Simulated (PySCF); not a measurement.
Compound: C5H9Si (charge +1).
Numbering: `[CH:1]#[C:2][CH2:3][Si+:4]([CH3:5])[CH3:6]` (hydrogens: H7 on C1; H8, H9 on C3; H10, H11, H12 on C5; H13, H14, H15 on C6)

The same species was optimised twice, with GFN2-xTB and with PBE0-D3(BJ)/def2-SVP (PySCF), and the same property calculations (PySCF, gas phase) were run on both structures.

```tsv
coordinate	GFN2-xTB	PBE0-D3(BJ)/def2-SVP	change
Si4–C5 (Å)	1.878	1.823	-0.055
Si4–C6 (Å)	1.881	1.829	-0.052
C3–Si4 (Å)	1.898	1.852	-0.046
C1≡C2 (Å)	1.196	1.209	+0.013
C2–C3 (Å)	1.455	1.448	-0.007
C2–C3–Si4 (°)	111.7	113.6	+1.9
C1–C2–C3 (°)	179.2	178.3	-0.9
C3–Si4–C6 (°)	118.8	119.4	+0.6
C5–Si4–C6 (°)	122.0	121.7	-0.3
C3–Si4–C5 (°)	119.2	119.0	-0.2
C2–C3–Si4–C5 (°)	28	2	-26
```

Rotational constants: A = 4896, B = 1654, C = 1304 MHz (GFN2-xTB) against A = 5448, B = 1686, C = 1319 MHz (PBE0-D3(BJ)/def2-SVP).

On the GFN2-xTB structure: HOMO (eV) -11.90 [PBE0/pcSseg-1]; LUMO (eV) -7.86 [PBE0/pcSseg-1]; GIAO shielding of C1 (ppm) 96.7 [PBE0/pcSseg-1]; GIAO shielding of C2 (ppm) 118.2 [PBE0/pcSseg-1]; GIAO shielding of C3 (ppm) 158.7 [PBE0/pcSseg-1]; GIAO shielding of Si4 (ppm) -66.4 [PBE0/pcSseg-1]; GIAO shielding of C5/C6 (mean) (ppm) 168.5 [PBE0/pcSseg-1].

What do these properties become on the PBE0-D3(BJ)/def2-SVP structure?

```csv
property,level,on GFN2-xTB,on PBE0-D3(BJ)/def2-SVP,change
HOMO (eV),PBE0/pcSseg-1,-11.90,-11.85,+0.05
LUMO (eV),PBE0/pcSseg-1,-7.86,-7.59,+0.27
"energy, GFN2-xTB geometry as zero (kcal/mol)",PBE0/pcSseg-1,0.0,-3.1,-3.1
GIAO shielding of C1 (ppm),PBE0/pcSseg-1,96.7,94.8,-1.9
GIAO shielding of C2 (ppm),PBE0/pcSseg-1,118.2,117.4,-0.8
GIAO shielding of C3 (ppm),PBE0/pcSseg-1,158.7,159.9,+1.2
GIAO shielding of Si4 (ppm),PBE0/pcSseg-1,-66.4,-59.0,+7.4
GIAO shielding of C5/C6 (mean) (ppm),PBE0/pcSseg-1,168.5,171.8,+3.3
```

The heavy atoms differ by 0.234 Å rms after alignment. Among bonds between heavy atoms Si4–C5 changes most (-0.055 Å). Changes are differences of the printed values. Neither structure is proved a minimum here. Geometry: PBE0-D3(BJ)/def2-SVP, one conformer, isolated ion.

Shape of the structure used: `[CH:1]#[C:2][CH2:3][Si+:4]([CH3:5])[CH3:6]`: C2–C3–Si4–C5 2°.
